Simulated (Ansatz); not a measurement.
CH₅NOSSi, SMILES `O=C(S)N[SiH3]` at its PBE0-D4/def2-TZVP geometry, where that method's forces vanish. Total charge 0; spin multiplicity 1.

```json
{"atom": "O1", "x (Å)": "-0.279", "y (Å)": "-0.261", "z (Å)": "-1.855"}
{"atom": "C2", "x (Å)": "-0.449", "y (Å)": "0.537", "z (Å)": "-0.965"}
{"atom": "S3", "x (Å)": "-1.235", "y (Å)": "2.095", "z (Å)": "-1.340"}
{"atom": "N4", "x (Å)": "-0.061", "y (Å)": "0.284", "z (Å)": "0.312"}
{"atom": "Si5", "x (Å)": "0.709", "y (Å)": "-1.266", "z (Å)": "0.634"}
{"atom": "H6", "x (Å)": "-1.214", "y (Å)": "2.629", "z (Å)": "-0.108"}
{"atom": "H7", "x (Å)": "-0.221", "y (Å)": "0.977", "z (Å)": "1.022"}
{"atom": "H8", "x (Å)": "-0.213", "y (Å)": "-2.385", "z (Å)": "0.338"}
{"atom": "H9", "x (Å)": "0.996", "y (Å)": "-1.211", "z (Å)": "2.091"}
{"atom": "H10", "x (Å)": "1.968", "y (Å)": "-1.399", "z (Å)": "-0.129"}
```

Q: For each bond, give half the difference of the two atoms' forces along it (eV/Å; positive pushes the atoms apart) under PBE-D4, r2SCAN-D4, B3LYP-D4, ωB97M-V in def2-TZVPP. (Estimate.)

A: Ansatz gave: 
| bond | length (Å) | PBE-D4 | r2SCAN-D4 | B3LYP-D4 | ωB97M-V |
| --- | --- | --- | --- | --- | --- |
| O1–C2 | 1.208 | 0.94 | 0.33 | 0.22 | 0.08 |
| C2–S3 | 1.785 | -0.02 | 0.03 | 0.10 | -0.02 |
| C2–N4 | 1.358 | 0.03 | 0.09 | 0.09 | 0.16 |
| S3–H6 | 1.343 | 0.23 | -0.01 | -0.02 | -0.09 |
| N4–Si5 | 1.761 | 0.01 | -0.02 | 0.07 | 0.07 |
| N4–H7 | 1.005 | 0.13 | -0.03 | -0.05 | -0.09 |
| Si5–H8 | 1.479 | 0.05 | -0.02 | -0.08 | -0.13 |
| Si5–H9 | 1.485 | 0.06 | -0.04 | -0.10 | -0.11 |
| Si5–H10 | 1.479 | 0.05 | -0.02 | -0.08 | -0.13 |

B3LYP here is the variant with VWN-RPA as its local correlation; programs differ in this.
